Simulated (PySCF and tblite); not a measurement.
C₅H₉FO, numbered as in [F:1][C@H:2]1[CH2:3][CH2:4][CH2:5][O:6][CH2:7]1. Free energies: PBE0-D3(BJ)/def2-TZVP on PBE0-D3(BJ)/def2-SVP structures plus GFN2-xTB thermal terms, symmetry and mirror images included. Conformers within 4 kcal/mol (GFN2-xTB free energy) were kept, 7 at most. GIAO shieldings: PBE0/pcSseg-1. Couplings: B3LYP/pcSseg-1 with pcJ-1 on H, F (gas phase; spin-dipole term only for pairs with B, N, F, Si or P). Shifts are against TMS (¹H), TMS (¹³C), CFCl3 (¹⁹F) at the same level; of two unlike H on one atom, a is the less shielded. (PySCF 2.14, tblite 0.8.)

The 6-ring runs over atoms 2–3–4–5–6–7.

Two conformers hold nearly all the population. I: 6-ring chair (all substituents equatorial); δ(H7b) = 2.94 ppm. II: 6-ring chair (F1 axial); δ(H7b) = 4.09 ppm. The average over the ensemble at 298.15 K is 3.43 ppm.

(1) What populations and free-energy difference follow from a two-state model?

Answers

(1) p(I) = (3.43 − 4.09)/(2.94 − 4.09) = 0.57, so K = p(II)/p(I) = 0.74 and G(II) − G(I) = −RT ln K = 0.18 kcal/mol. The weights computed directly are 57.3 % and 42.7 %, with 0.0 % in minor conformers.
